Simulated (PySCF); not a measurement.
Computed with PBE0-D4/def2-TZVP (PySCF). All species are isolated molecules in the gas phase. One relaxed conformer stands for a flexible species; it need not be the lowest. Delta-SCF ions had no search for a lower state. Excitations are Tamm–Dancoff values on a coarser integration grid. The basis has no diffuse functions, so Rydberg states are missing or too high.

Reference species (SMILES): `NC1=CC1` (neutral, multiplicity 1).

- S1 oscillator strength = 0.006
- S1–T1 gap (TDA) = 1.30 eV
- vertical ionisation energy (Delta-SCF) = 8.06 eV
- HOMO–LUMO gap = 6.86 eV

Changed species: `C=C=CN`.

What does the change do to the S1 oscillator strength, S1–T1 gap (TDA), vertical ionisation energy (Delta-SCF) and HOMO–LUMO gap?

the S1 oscillator strength is nearly the same; the S1–T1 gap (TDA) drops by 0.90 eV, to 0.40 eV; the vertical ionisation energy (Delta-SCF) rises by 0.12 eV, to 8.18 eV; the HOMO–LUMO gap drops by 0.72 eV, to 6.14 eV.
